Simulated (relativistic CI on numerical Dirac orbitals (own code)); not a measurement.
# Rh2+: 4p photoemission

Computed with this model: Dirac-Coulomb-Breit CI, KLI orbitals optimised for each configuration, model QED (radiative potential, 1s self-energy scaled to tabulated hydrogen-like ionisation energies), multiplet model of photoemission in the sudden approximation, unscaled Slater integrals; configurations [Kr] 4d7 → [Ar] 3d10 4s2 4p5 4d7; 300 K; Lorentzian 0.84 eV and Gaussian 0.6 eV FWHM. Energies are those of the free ion, without screening or charge transfer. The energies are binding energies and can lie tens of eV above those of solids. S is read from ⟨S²⟩ = S(S + 1).

Field parameters in Wybourne normalisation: D4h B²₀ = −7Ds, B⁴₀ = 21(Dq − Dt), B⁴₄ = 21√(5/14) Dq. The field is a parameter set, without covalency.

Computed curve for D4h, 10Dq = 29050, Ds = -1500, Dt = -240 cm⁻¹, scaled to 100 at the maximum (points under 2 are left out and the grid is thinned):

Energy (eV), Intensity and a bar:
```
     72.7        2.1 
     73.1        2.5 
     73.5        3.0 
     74.0        3.9 #
     74.4        5.0 #
     74.8        6.7 #
     75.2        9.8 ##
     75.6       15.8 ####
     76.0       30.1 #########
     76.5       69.5 #####################
     76.9       96.9 ##############################
     77.3       97.2 ##############################
     77.7       79.6 ########################
     78.1       54.4 #################
     78.6       46.7 ##############
     79.0       54.4 #################
     79.4       51.6 ################
     79.8       43.7 #############
     80.2       38.9 ############
     80.7       37.6 ###########
     81.1       37.9 ###########
     81.5       36.6 ###########
     81.9       33.2 ##########
     82.3       28.8 ########
     82.7       26.9 ########
     83.2       27.2 ########
     83.6       29.8 #########
     84.0       33.0 ##########
     84.4       34.6 ##########
     84.8       32.9 ##########
     85.3       29.2 #########
     85.7       28.0 ########
     86.1       24.5 #######
     86.5       21.9 ######
     86.9       20.6 ######
     87.4       18.3 #####
     87.8       15.6 ####
     88.2       12.9 ###
     88.6       11.8 ###
     89.0       12.9 ###
     89.4       15.1 ####
     89.9       16.7 #####
     90.3       15.3 ####
     90.7       11.5 ###
     91.1        8.4 ##
     91.5        6.9 ##
     92.0        5.9 #
     92.4        5.6 #
     92.8        5.9 #
     93.2        6.0 #
     93.6        6.2 #
     94.1        7.9 ##
     94.5       10.3 ###
     94.9       11.3 ###
     95.3       10.6 ###
     95.7        9.5 ##
     96.1        7.8 ##
     96.6        5.1 #
     97.0        3.3 
     97.4        2.1
```

The ground state has S = 0.52, and the centroid lies at 82.00 eV.
